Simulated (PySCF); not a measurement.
# Electron correlation in As⁺ (arsenic, charge +1)

Starting occupation: [Ar] 3d10 4s1 4p2 4d1, 4s1/2 with m_j = +1/2, 4p3/2 with m_j = +1/2, +3/2, 4d5/2 with m_j = +5/2. Computed with PySCF 2.14 in x2c-SVPall-2c with one added diffuse shell each of s, p, d type (6s7p4d, 47 functions), with X2C-1e with screened-nucleus spin-orbit coupling, Gaussian nucleus. Frozen: [Ne]; 22 electrons correlated.

MP2 pair energies summed by pair of shells (mhartree):

| pair | energy | share (%) |
| --- | --- | --- |
| 3d-3d | -115.23 | 43.9 |
| 3d-3p | -85.87 | 32.7 |
| 3p-3p | -23.15 | 8.8 |
| 3d-4p | -9.06 | 3.4 |
| 3d-3s | -9.01 | 3.4 |
| 3p-3s | -4.19 | 1.6 |
| 4p-4p | -3.61 | 1.4 |
| 3d-4s | -2.63 | 1.0 |
| 4p-4s | -2.60 | 1.0 |
| 3p-4p | -2.02 | 0.8 |
| 4d-4p | -1.56 | 0.6 |
| 3d-4d | -1.21 | 0.5 |
| 3s-3s | -0.77 | 0.3 |
| 3p-4s | -0.67 | 0.3 |
| 4d-4s | -0.50 | 0.2 |
| 3p-4d | -0.29 | 0.1 |
| 3s-4p | -0.25 | 0.1 |
| 3s-4s | -0.14 | 0.1 |
| 3s-4d | -0.03 | 0.0 |

Total MP2 correlation energy: -262.79 mhartree.

The GHF reference relaxed away from the jj start to a determinant that is no pure jj level (⟨S²⟩ = 6.00, ⟨J²⟩ = 30.01); the energies belong to that determinant.

This basis was not built for core-valence correlation, so the inner-shell part is incomplete.
